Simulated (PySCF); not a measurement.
Species: C5H13AlS.
SMILES with atom numbers: `[CH2:1]=[CH:2][CH2:3][AlH2-:4][S+:5]([CH3:6])[CH3:7]` (hydrogens: H8, H9 on C1; H10 on C2; H11, H12 on C3; H13, H14 on Al4; H15, H16, H17 on C6; H18, H19, H20 on C7)

The closed-shell SCF was solved with PySCF and density fitting under several settings on one GFN2-xTB geometry (grid level 2 and gas phase unless stated).

```json
{"settings": "PBE0/pcSseg-1", "basis functions": "198", "SCF cycles": "14", "E (Eh)": "-838.3891", "HOMO (eV)": "-6.18", "LUMO (eV)": "0.21", "dipole (D)": "4.39"}
{"settings": "PBE0/def2-SVPD", "basis functions": "255", "SCF cycles": "14", "E (Eh)": "-838.1158", "HOMO (eV)": "-6.18", "LUMO (eV)": "0.02", "dipole (D)": "4.33"}
```

Estimate the rows for these settings: (1) BLYP/cc-pVDZ; (2) wB97X-D/6-311G**, level shift 0.2 Eh, fitting basis def2-universal-jkfit.

```json
{"settings": "BLYP/cc-pVDZ", "basis functions": "171", "SCF cycles": "15", "E (Eh)": "-838.7930", "HOMO (eV)": "-4.75", "LUMO (eV)": "-0.35", "dipole (D)": "4.35"}
{"settings": "wB97X-D/6-311G**, level shift 0.2 Eh, fitting basis def2-universal-jkfit", "basis functions": "220", "SCF cycles": "12", "E (Eh)": "-838.9364", "HOMO (eV)": "-7.93", "LUMO (eV)": "1.97", "dipole (D)": "4.37"}
```

Over all rows, what range does the HOMO–LUMO gap span?

From 4.40 eV (BLYP/cc-pVDZ) to 9.90 eV (wB97X-D/6-311G**, level shift 0.2 Eh, fitting basis def2-universal-jkfit). The functional of the narrowest has no exact exchange, that of the widest range-separated exact exchange.

And the dipole moment?

From 4.33 D (PBE0/def2-SVPD) to 4.39 D (PBE0/pcSseg-1); the largest is 1.01 times the smallest, and the median is 4.36 D.

Compare two rows with the functional PBE0: PBE0/pcSseg-1 and PBE0/def2-SVPD. Which energy is lower, and by how much?

PBE0/pcSseg-1 (198 functions) lies 0.2733 Eh or 171 kcal/mol below PBE0/def2-SVPD (255 functions). The smaller set gives the lower energy; the two sets aren't nested, so the variational bound doesn't order them by size.

wB97X-D ran without the empirical dispersion term, which would shift the total energy alone. Cycle counts include a coarse-grid stage where the run had one. All basis functions are spherical, in the Pople sets too.

Shape of the structure used: `[CH2:1]=[CH:2][CH2:3][AlH2-:4][S+:5]([CH3:6])[CH3:7]`: C1–C2–C3–Al4 -88°, C2–C3–Al4–S5 -156°, C3–Al4–S5–C6 77°.

One conformer stands for the species.
